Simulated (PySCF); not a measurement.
Fill in the blanks.

K₂.
Z-matrix (Å and degrees, PBE0-D3(BJ)/def2-SVP geometry), rows numbered from 1:
```
K 
K   1  4.0268
```

| property | level | value |
| --- | --- | --- |
| point group | PBE0-D3(BJ)/def2-SVP | ? |
| rotational constant B (linear) | PBE0-D3(BJ)/def2-SVP | ? |
| dipole moment | PBE0/pcSseg-1 | ? |
| HOMO energy | PBE0/pcSseg-1 | -2.90 eV |
| LUMO energy | PBE0/pcSseg-1 | -1.23 eV |
| isotropic shieldings of nuclei other than C and H, by class | GIAO PBE0/pcSseg-1 | ? |

The electronic properties come from PySCF, for the isolated species, density fitting.

(1) What is the dipole moment?

(2) The isotropic shieldings of nuclei other than C and H, by class?

(3) Give the point group.

(4) Give the rotational constant B (linear).

Results:

(1) 0.00 D.

(2) 1277 (K1/K2) ppm.

(3) D∞h.

(4) 1.600 GHz.

B corresponds to 0.0534 cm⁻¹ and a moment of inertia of 315.9 u Å² (most abundant isotopes). Point group D∞h forbids a permanent dipole, so the rigid molecule has no electric-dipole pure rotational spectrum.

For the NMR shielding job (PBE0/pcSseg-1), on an Arm Neoverse V1 with one thread, no GPU, shared host with 32 logical CPUs at a one-minute load of 18, this took 2.0 s wall and 0.30 GiB of memory at its peak.
